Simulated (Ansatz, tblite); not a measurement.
Forces on the cluster Li2Al2⁻ at its PBE-D4/def2-TZVPD geometry. Charge -1, multiplicity 2.

The xTB rows come from tblite. At r2SCAN-D4/def2-TZVPD the highest occupied level of the charge -1 doublet lies above zero (up to 0.27 eV). By energy differences its removal costs 1.36 eV (vertical, to the charge 0 singlet, at r2SCAN-D4/def2-TZVPD); a positive level beside a positive removal energy at the same level points to self-interaction error. The structure comes from a short search, and lower isomers may exist.

GFN1-xTB (tblite), largest force 1.00 eV/Å:

```xyz
4
positions Å, forces eV/Å
Li    0.808    1.312   -0.909   -0.790   -0.595   -0.132
Li   -1.443   -0.739   -0.756    0.652    0.719   -0.231
Al   -0.414    0.558    1.403    0.043   -0.032    0.203
Al    1.050   -1.132    0.262    0.095   -0.092    0.160
```

GFN2-xTB (tblite), largest force 0.40 eV/Å:

```
Li -0.191 -0.298 0.195
Li 0.327 0.175 0.159
Al 0.092 -0.123 -0.301
Al -0.228 0.246 -0.053
```

r2SCAN-D4/def2-TZVPD (Ansatz), largest force 0.15 eV/Å:

```
Li 0.029 0.023 0.004
Li -0.026 -0.027 0.007
Al 0.088 -0.102 -0.076
Al -0.092 0.105 0.065
```
